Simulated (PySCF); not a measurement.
## Static response to an electric field

C5H8NPSi.
Structure used (GFN2-xTB), in Å, numbered top down from 1:
```
atom  x, y, z in Å
C1    -3.1986    0.4519   -0.0195
C2    -1.9445    0.7096   -0.3667
N3    -0.8139    0.0318    0.0631
C4    -0.7978   -1.0256    0.9220
P5     0.7636   -1.6372    1.2499
C6     1.4429   -0.3942    0.1645
Si7    3.2685   -0.1771   -0.2128
C8     0.4410    0.3709   -0.3492
H9    -3.4725   -0.3385    0.6555
H10   -4.0029    1.0435   -0.4146
H11   -1.7166    1.5169   -1.0506
H12   -1.7220   -1.3970    1.3243
H13    3.7904   -1.4000   -0.8273
H14    3.9945    0.1109    1.0263
H15    3.4004    0.9480   -1.1441
H16    0.5599    1.1950   -1.0322
```

Level: B3LYP/def2-SVPD (PySCF), static field, nuclei fixed, core orbitals frozen in the response. The polarisability tensor in these axes (au):

```
x   175.38 -12.94  -0.25
y   -12.94 103.21 -19.03
z    -0.25 -19.03  93.27
```

Task: Give the principal values, the mean and the anisotropy Δα = √{½[(α1 − α2)² + (α2 − α3)² + (α1 − α3)²]}.

Result: Principal values 77.88, 116.23 and 177.74 au; mean 123.95 au = 18.37 Å³ = 20.44 × 10⁻⁴⁰ C²·m²/J; Δα = 87.25 au (70 % of the mean).

Task: What is the dipole moment, and where does it point?

Result: (-2.09, 1.68, -1.13) D, 2.91 D in size, pointing from the negative to the positive side. Measured along this direction, the outermost atoms are H13 and H14 at the negative end and H10 at the positive end.

Task: Along which axes do the principal values lie, and how far do the nuclei extend along each?

Result: Largest value along (0.98, -0.18, 0.04), where the nuclei span 8.09 Å; middle along (0.16, 0.76, -0.63), 4.17 Å; least along (0.09, 0.63, 0.78), 2.40 Å. The response follows the extents in order.

Task: Molar refractivity from α?

Result: Lorentz–Lorenz: R = (4π/3)N_A α = 2.5225 cm³/(mol·Å³) × 18.37 Å³ = 46.3 cm³/mol, in the limit of long wavelengths.

Task: Form Σ f/ω² (atomic units) for the 8 lowest TDDFT singlets, given as eV and f, and set it beside the mean polarisability, which is this sum over all singlets: 4.65, 0.2091; 4.75, 0.0982; 5.33, 0.0077; 5.58, 0.0474; 5.85, 0.0129; 5.97, 0.0016; 6.17, 0.5693; 6.23, 0.0066.

Result: They add up to 23.24 au, 18.8 % of the 123.95 au; the largest single term is 11.08 au, from the state at 6.17 eV. Terms in order: 7.17, 3.23, 0.20, 1.13, 0.28, 0.03, 11.08, 0.12 au. Higher excitations give the rest. The strengths listed sum to 0.953.

Task: Traceless (Buckingham) quadrupole moment about the centre of nuclear charge: eigenvalues?

Result: -6.24, 0.38, 5.86 D·Å. The values depend on the origin, since the dipole doesn't vanish. The electronic extent ⟨r²⟩ about the same centre is 1639 bohr², a root-mean-square distance of 2.49 Å for the 74 electrons.

The structure is a single GFN2-xTB conformer in the gas phase; no vibrational or solvent corrections.
